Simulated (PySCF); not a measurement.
Dipole moment and polarisability of `CC(=O)COC(F)(F)C#N`

Compound: C5H5F2NO2.
Structure used (PBE0-D3(BJ)/def2-SVP), in Å, numbered top down from 1:
```
atom  x, y, z in Å
C1     2.5252    0.4696   -0.0085
C2     1.0945    0.5473    0.4527
O3     0.6108    1.5221    0.9604
C4     0.2751   -0.7176    0.2236
O5    -1.0644   -0.5657    0.6417
C6    -1.9468   -0.1840   -0.2928
F7    -1.5468    0.9071   -0.9684
F8    -2.1216   -1.1459   -1.2279
C9    -3.2461    0.0859    0.3693
N10   -4.2662    0.2945    0.8663
H11    2.9983   -0.4821    0.2781
H12    3.0898    1.3133    0.4067
H13    2.5539    0.5309   -1.1089
H14    0.3386   -1.0350   -0.8308
H15    0.7027   -1.5305    0.8313
```

Level: B3LYP/def2-SVPD (PySCF), static field, nuclei fixed, core orbitals frozen in the response. The polarisability tensor in these axes (au):

```
x   91.77 -1.94 -6.27
y   -1.94 65.58  4.38
z   -6.27  4.38 60.84
```

Task: What are the eigenvalues, a third of the trace, and Δα (Δα² = ½Σ(αi − αj)² over the three pairs)?

Result: Principal values 57.63, 67.29 and 93.27 au; mean 72.73 au = 10.78 Å³ = 11.99 × 10⁻⁴⁰ C²·m²/J; Δα = 31.93 au (44 % of the mean).

Task: What is the dipole moment, and where does it point?

Result: (5.18, -2.67, -1.72) D, 6.07 D in size, pointing from the negative to the positive side. Measured along this direction, the outermost atoms are N10 at the negative end and H11 at the positive end.

Task: In TDDFT the mean static polarisability is Σ f/ω² over all singlet excitations (ω in hartree). How much of it do the 6 lowest give? Their energies (eV) and oscillator strengths: 4.49, 0.0000; 6.39, 0.0178; 6.42, 0.0047; 6.72, 0.0112; 7.35, 0.0012; 7.54, 0.0000.

Result: They add up to 0.61 au, 0.8 % of the 72.73 au; the largest single term is 0.32 au, from the state at 6.39 eV. Terms in order: 0.00, 0.32, 0.08, 0.18, 0.02, 0.00 au. Higher excitations give the rest. The strengths listed sum to 0.035.

Task: Estimate the molar refractivity from the static electronic polarisability.

Result: Lorentz–Lorenz: R = (4π/3)N_A α = 2.5225 cm³/(mol·Å³) × 10.78 Å³ = 27.2 cm³/mol, in the limit of long wavelengths.

Task: Traceless (Buckingham) quadrupole moment about the centre of nuclear charge: eigenvalues?

Result: -5.85, -1.91, 7.76 D·Å. The values depend on the origin, since the dipole doesn't vanish. The electronic extent ⟨r²⟩ about the same centre is 1559 bohr², a root-mean-square distance of 2.40 Å for the 76 electrons.

Task: What depolarisation ratio follows for Rayleigh scattering of linearly polarised light, taking the static tensor?

Result: ρ = 3Δα²/(45ᾱ² + 4Δα²) = 3057.9/(238032 + 4077.2) = 0.0126.

Isolated species at its PBE0-D3(BJ)/def2-SVP geometry (one conformer only).
